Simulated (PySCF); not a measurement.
CH6BFO2Si, SMILES FB(O[SiH3])OC.

Geometry optimised at r2SCAN-D4/def2-SVP. The structure was generated by enumeration, and PubChem lists no compound with its InChIKey, so it may never have been made. The values are those of a single conformer.

Method: PySCF with PBE/def2-TZVP.

Isolated molecule, no solvent.

- total energy = -606.17496 hartree
- highest occupied level = -7.32 eV
- lowest empty level = -0.73 eV
- orbital gap = 6.59 eV
- dipole moment = 1.74 D
- quadrupole, principal values (traceless, Buckingham form, about the centre of nuclear charge) = -6.47, 0.16, 6.31 D·Å
- mean static polarisability = 60.1 bohr³ (8.91 Å³)
- polarisability, principal values = 51.0, 56.9, 72.4 bohr³
